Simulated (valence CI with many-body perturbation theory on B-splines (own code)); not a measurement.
# Ta⁵⁹⁺: key properties

Calculated by relativistic CI+MBPT: four valence electrons over a frozen Dirac-Fock core [Ne], a basis of 9 s, 9 p, 8 d, 6 f, 3 g, 1 h functions for each j, with the one-electron correlation potential Σ1, the two-electron term Σ2, the three-electron term Σ3, Breit, model QED; selected CI, second order for the rest, scaled by the run's own slope (own B-spline code, finite nucleus).

The last digits are not significant, and no measured levels were compared; by estimate large intervals hold to a few tenths of a per cent, small ones and those within an open d or f shell to about a per cent.

Levels are named by their leading jj configuration (3d3/2^4 stands for four electrons in 3d with j = 3/2), which in mixed levels can hold well under half, so a name can repeat and another be missing.

Rates and lifetimes use the calculated energies. Strong lines usually hold to 10 to 20 %, long lifetimes can be off by a factor of two.

(1) What is the ground level?

(2) Where does the other parity begin?

(3) How well does LS coupling describe the low levels?

(4) What are the static dipole polarisabilities of the lowest levels?

(5) Name the longest-lived excited levels whose lifetime is computed, and their main decay.

(6) What is the ionisation energy?

Answers

(1) (3s^2 3p1/2^2) J=0, composition 69 % 3s²3p² ³P + 31 % 3s²3p² ¹S.

(2) At (3s 3p1/2^2 3p3/2) J=2, 490.3 eV.

(3) Among the lowest 20 levels the leading LS term, summed over configurations, holds 58 % on average. For single configurations the figures are 55 % in LS and 93 % in jj coupling. Terms mix most in the J = 2 level at 815.0 eV, where the leading one holds 28 %.

(4) (3s^2 3p1/2^2) J=0 0.00247 bohr³, of which the core gives 4.74e-05.

(5) (3s^2 3p1/2 3p3/2) J=2 at 334.6 eV lives 283 ns, mostly by E2 to (3s^2 3p1/2^2) J=0; (3s^2 3p1/2 3p3/2) J=1 at 325.4 eV lives 4.57 ns, mostly by M1 to (3s^2 3p1/2^2) J=0; (3s^2 3p3/2 3d5/2) J=4 at 956.3 eV lives 2.90 ns, mostly by M1 to (3s^2 3p1/2 3d5/2) J=3.

(6) 6366.4 eV; NIST lists 6364 ± 7 eV (theoretical).
